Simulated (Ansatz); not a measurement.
Cartesian coordinates in Å:
```
S -1.358 0.474 -0.627
Si 0.259 -0.599 0.243
Cl -0.178 -0.723 2.240
Cl 2.057 0.365 -0.014
H -0.780 0.484 -1.842
```

The species carries charge 0 and has multiplicity 2.

Task: List the PBE/def2-TZVPP orbital energies in eV (Ansatz). (An estimate is asked.)

Result: Ansatz gave: α occupied: -2739.46, -2739.41, -2396.50, -1782.08, -250.03, -249.98, -209.46, -190.73, -190.68, -190.56, -190.55, -190.51, -190.50, -155.60, -155.53, -155.38, -139.56, -96.33, -96.32, -96.28, -21.36, -20.73, -18.87, -13.10, -11.05, -10.30, -9.63, -9.21, -8.45, -8.38, -8.10, -7.12, -5.44. α empty: -1.13, -0.86, -0.61, -0.43, 2.72, 2.79, 3.08, 3.16. β occupied: -2739.44, -2739.39, -2396.47, -1782.01, -250.01, -249.96, -209.43, -190.69, -190.64, -190.54, -190.54, -190.49, -190.49, -155.57, -155.48, -155.35, -139.47, -96.25, -96.22, -96.15, -21.26, -20.63, -18.75, -12.85, -10.94, -10.17, -9.46, -8.99, -8.34, -8.28, -8.05, -6.99. β empty: -4.02, -0.95, -0.67, -0.33, 0.04, 2.92, 2.96, 3.28. ⟨S²⟩ = 0.752.
